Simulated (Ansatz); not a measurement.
Gas-phase electronic energies from Ansatz, PBE0-D4/def2-TZVP geometries. CCSD(T)/CBS adds triple-zeta CCSD(T) − MP2 to the extrapolated MP2 energy (def2 sets, frozen cores). DFT in def2-TZVPP. For Br, Ge outer-core shells are correlated without core-valence functions, which leaves a few kJ/mol of doubt a bond. Scalar relativity is left out up to krypton. Each species was taken in one conformer, which may not be the lowest.

Consider the formal exchange of groups at the Al–C bond: `B[CH2][AlH][CH3]` + `C[CH]([GeH3])Br` → `B[CH2][AlH][GeH3]` + `CC(C)Br`.

```json
{"species": "`B[CH2][AlH][CH3]`", "PBE-D4 energy (Eh)": "-348.03864"}
{"species": "`C[CH]([GeH3])Br`", "PBE-D4 energy (Eh)": "-4730.79180"}
{"species": "`B[CH2][AlH][GeH3]`", "PBE-D4 energy (Eh)": "-2386.64817"}
{"species": "`CC(C)Br`", "PBE-D4 energy (Eh)": "-2692.19096"}
```

Q: Work out ΔE.

A: ΔE = (-2386.64817) + (-2692.19096) − (-348.03864) − (-4730.79180) = -0.00869 Eh = -22.8 kJ/mol. CCSD(T)/CBS gives -14.9 kJ/mol.

Largest T1 diagnostic among the species: 0.012.

In def2-TZVPP, CCSD(T) changes the Hartree–Fock value by +6.5 kJ/mol (the triples alone add +1.2 kJ/mol) and MP2 by +13.5 kJ/mol.
